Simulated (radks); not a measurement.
Neutral dysprosium, configuration [Xe] 4f9 6s2 6p1 (not the ground configuration).

All-electron calculation, scalar-relativistic Kohn-Sham, r2SCAN, spin-polarised, spherical densities, finite nucleus; open shells are filled with parallel spins first (spin-orbit coupling, left out, can overturn this in heavy ions); meta-GGA in the generalised Kohn-Sham scheme; Fermi nuclear charge, rms radius 5.2218 fm. Program: a radial shooting solver on a logarithmic mesh with Libxc functionals.

Energy parts (hartree):
part                       energy
total                 -12157.4384
kinetic                13114.8485
electron-nucleus      -29728.0820
Hartree                 4719.0141
exchange-correlation    -263.2190

Orbitals (lengths in bohr, moments of r in powers of bohr; r(90%) holds 90 % of the orbital's charge):
[
 {"orbital": "1s up", "occ.": "1", "eigenvalue (hartree)": "-1974.875", "r(90%)": "0.0382", "<r^2>": "0.0006096"},
 {"orbital": "1s down", "occ.": "1", "eigenvalue (hartree)": "-1974.875", "r(90%)": "0.0382", "<r^2>": "0.0006096"},
 {"orbital": "2s up", "occ.": "1", "eigenvalue (hartree)": "-329.9966", "r(90%)": "0.139", "<r^2>": "0.009519"},
 {"orbital": "2s down", "occ.": "1", "eigenvalue (hartree)": "-329.9966", "r(90%)": "0.139", "<r^2>": "0.009518"},
 {"orbital": "2p up", "occ.": "3", "eigenvalue (hartree)": "-292.7247", "r(90%)": "0.129", "<r^2>": "0.007711"},
 {"orbital": "2p down", "occ.": "3", "eigenvalue (hartree)": "-292.7241", "r(90%)": "0.129", "<r^2>": "0.007710"},
 {"orbital": "3s up", "occ.": "1", "eigenvalue (hartree)": "-74.11759", "r(90%)": "0.344", "<r^2>": "0.06274"},
 {"orbital": "3s down", "occ.": "1", "eigenvalue (hartree)": "-74.01982", "r(90%)": "0.343", "<r^2>": "0.06264"},
 {"orbital": "3p up", "occ.": "3", "eigenvalue (hartree)": "-62.61675", "r(90%)": "0.349", "<r^2>": "0.06309"},
 {"orbital": "3p down", "occ.": "3", "eigenvalue (hartree)": "-62.51887", "r(90%)": "0.349", "<r^2>": "0.06296"},
 {"orbital": "3d up", "occ.": "5", "eigenvalue (hartree)": "-47.80971", "r(90%)": "0.330", "<r^2>": "0.05292"},
 {"orbital": "3d down", "occ.": "5", "eigenvalue (hartree)": "-47.73409", "r(90%)": "0.330", "<r^2>": "0.05278"},
 {"orbital": "4s up", "occ.": "1", "eigenvalue (hartree)": "-15.21805", "r(90%)": "0.760", "<r^2>": "0.3165"},
 {"orbital": "4s down", "occ.": "1", "eigenvalue (hartree)": "-14.99986", "r(90%)": "0.760", "<r^2>": "0.3166"},
 {"orbital": "4p up", "occ.": "3", "eigenvalue (hartree)": "-11.40875", "r(90%)": "0.815", "<r^2>": "0.3576"},
 {"orbital": "4p down", "occ.": "3", "eigenvalue (hartree)": "-11.19108", "r(90%)": "0.815", "<r^2>": "0.3578"},
 {"orbital": "4d up", "occ.": "5", "eigenvalue (hartree)": "-6.19849", "r(90%)": "0.912", "<r^2>": "0.4283"},
 {"orbital": "4d down", "occ.": "5", "eigenvalue (hartree)": "-5.98073", "r(90%)": "0.914", "<r^2>": "0.4302"},
 {"orbital": "4f up", "occ.": "7", "eigenvalue (hartree)": "-0.53500", "r(90%)": "1.36", "<r^2>": "0.8259"},
 {"orbital": "4f down", "occ.": "2", "eigenvalue (hartree)": "-0.33916", "r(90%)": "1.45", "<r^2>": "0.9395"},
 {"orbital": "5s up", "occ.": "1", "eigenvalue (hartree)": "-2.16037", "r(90%)": "1.83", "<r^2>": "1.817"},
 {"orbital": "5s down", "occ.": "1", "eigenvalue (hartree)": "-2.06290", "r(90%)": "1.87", "<r^2>": "1.884"},
 {"orbital": "5p up", "occ.": "3", "eigenvalue (hartree)": "-1.22573", "r(90%)": "2.16", "<r^2>": "2.480"},
 {"orbital": "5p down", "occ.": "3", "eigenvalue (hartree)": "-1.15995", "r(90%)": "2.21", "<r^2>": "2.588"},
 {"orbital": "6s up", "occ.": "1", "eigenvalue (hartree)": "-0.22018", "r(90%)": "5.52", "<r^2>": "15.99"},
 {"orbital": "6s down", "occ.": "1", "eigenvalue (hartree)": "-0.19068", "r(90%)": "5.43", "<r^2>": "15.63"},
 {"orbital": "6p up", "occ.": "1", "eigenvalue (hartree)": "-0.09267", "r(90%)": "7.12", "<r^2>": "26.53"},
 {"orbital": "6p down", "occ.": "0", "eigenvalue (hartree)": "-0.05779", "r(90%)": "6.85", "<r^2>": "24.91"}
]

The highest occupied level is 6p up at -2.522 eV. The density falls to 0.001 e/bohr^3 at r = 5.50 bohr. Spin moment in Bohr magnetons: 6. The spin density at the nucleus is 6.20 e/bohr^3 (1s -0.07, 2s -0.52, 3s -17.40, 4s 4.02, 5s 21.76, 6s -1.59).
